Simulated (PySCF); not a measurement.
cyclopenta-2,4-dien-1-one (C₅H₄O), SMILES C1=CC(=O)C=C1.

Coordinates come from a PBE0-D3(BJ)/def2-SVP optimisation.

Two levels are set side by side: TDA-PBE/def2-SVPD (PySCF) and TDA-B3LYP/def2-SVPD (PySCF). Vertical, same geometry. The lowest singlet is HOMO→LUMO 100 % with PBE and HOMO−1→LUMO 99 % with the other functional; states are paired by order. Differences are taken from unrounded values.

| quantity | TDA-B3LYP | TDA-PBE | TDA-PBE minus TDA-B3LYP |
|---|---|---|---|
| lowest singlet excitation (eV) | 2.76 | 2.38 | -0.38 |
| lowest triplet excitation (TDA) (eV) | 1.88 | 1.79 | -0.09 |
| first bright state (f over 0.05) (eV) | 6.06 | 5.65 | -0.41 |
| its oscillator strength | 0.11 | 0.08 | -0.04 |

Functionals without exact exchange tend to place singlet excitations lower, as here. Differences between two approximate levels are no errors against the true value.

Rough cost on one machine, each run with all the roots and properties that it gave: TDA-B3LYP against TDA-PBE within a factor of 2.
